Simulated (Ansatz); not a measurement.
Start from `C[S][Ga]([OH])[F]` and change one atom or group to get `[OH][Ga]([F])[Cl]`.

Ansatz, PBE0-D4/def2-TZVP geometries, multiplicity 1. Each molecule was computed in one conformer, which needn't be the lowest.

Scalar relativity is left out up to krypton.

```
                                      property  `C[S][Ga]([OH])[F]`
zero-point energy (PBE0-D4/def2-TZVP) / kJ/mol                144.2
            HOMO energy (PBE0/def2-TZVPP) / eV                -7.52
           HOMO energy (B3LYP/def2-TZVPP) / eV                -7.29
             LUMO energy (PBE/def2-TZVPP) / eV                -1.96
         HOMO–LUMO gap (B3LYP/def2-TZVPP) / eV                 5.91
       HOMO–LUMO gap (ωB97M-V/def2-TZVPP) / eV                10.50
```

Q: Give the same properties after the change, and the shifts. (Estimate.)

A: The calculation gave: 
```csv
property,`[OH][Ga]([F])[Cl]`,shift
zero-point energy (PBE0-D4/def2-TZVP) / kJ/mol,44.9,-99.3
HOMO energy (PBE0/def2-TZVPP) / eV,-9.65,-2.13
HOMO energy (B3LYP/def2-TZVPP) / eV,-9.37,-2.08
LUMO energy (PBE/def2-TZVPP) / eV,-2.62,-0.66
HOMO–LUMO gap (B3LYP/def2-TZVPP) / eV,7.34,1.43
HOMO–LUMO gap (ωB97M-V/def2-TZVPP) / eV,12.22,1.72
```

With PBE0 the HOMO falls by 2.13 eV and the LUMO falls by 0.62 eV, so the gap widens by about 1.51 eV. PBE moves the HOMO by -1.77 eV and ωB97M-V by -2.25 eV. The zero-point energy changes by -99.3 kJ/mol with -12 modes.

Positive LUMOs are unbound, so they and the gaps depend on the basis.

B3LYP here is the variant with VWN-RPA as its local correlation; programs differ in this.
